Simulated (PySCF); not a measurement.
Calculated NMR parameters of CC(C)c1ccncc1

- Formula: C8H11N
- SMILES: CC(C)c1ccncc1
- Point group of the computed structure: Cs
- Degrees of unsaturation: 4
- Carbon signals: 5
- Proton signals: 4

Mapped SMILES: `[CH3:1][CH:2]([CH3:3])[c:4]1[cH:5][cH:6][n:7][cH:8][cH:9]1`; H(Xn) means a hydrogen on atom n.

Computational details: PBE0-D3(BJ)/def2-SVP structure, shielding tensors at KT2/pcSseg-1 (GIAO), in PySCF 2.14.0 with density-fitted response routines (in vacuum, a single conformation, averaged over atoms made equivalent by symmetry, fast rotation or ring inversion, non-relativistic).

Scale: 1H and 13C against TMS; NH3 for 15N (reference shieldings calculated alike).

```tsv
carbon	δC, type	δH (multiplicity)	HMBC from (2–3 bonds)	span of the C tensor (ppm)
C1/C3	26.6, CH3	1.24 (d)	H(C2), H(C1)/H(C3)	39
C2	40.6, CH	2.40 (sept)	H(C5)/H(C9), H(C1)/H(C3)	27
C4	150.5, C	–	H(C6)/H(C8), H(C5)/H(C9), H(C2), H(C1)/H(C3)	220
C5/C9	116.8, CH	6.76 (d)	H(C6)/H(C8), H(C5)/H(C9), H(C2)	195
C6/C8	144.3, CH	8.37 (d)	H(C6)/H(C8), H(C5)/H(C9)	198
```

Other nuclei:
```
atoms  nucleus                  environment  δ (ppm)  σ (ppm)
   N7      15N  pyridine-type ring nitrogen    330.2    -65.9
```

1. Carbon types of the structure: 1 × C, 5 × CH, 2 × CH3, which accounts for all hydrogens.
2. δC 150.5: substituted aromatic carbon.
3. δC 144.3: aromatic CH next to a ring nitrogen; the adjacent pyridine-type nitrogen withdraws density from it.
4. δC 116.8: aromatic CH.
5. δH 8.37: hydrogen on an aromatic CH next to a ring nitrogen; ring current plus the neighbouring ring nitrogen.
6. δH 6.76: hydrogen on an aromatic CH; aromatic region.

Shifts are as computed. Against solution values, carbons near 30 ppm lie about +2 ppm off and those near 130 ppm about -5 ppm. Of 1211 compounds with measured shifts, 218 miss one by over three times the rms of a fit or turn the order of signals round; such compounds aren't used in these exercises. Experimental scales use liquid or dissolved standards, which lie at an offset from isolated NH3 (liquid NH3: subtract about 20 ppm). Unscaled 15N shifts of sp2 nitrogen come out 20 to 40 ppm too high even then. Multiplicities follow the n + 1 count of equivalent neighbours, as no J values were calculated; m marks all less simple cases, F and P coupling included.
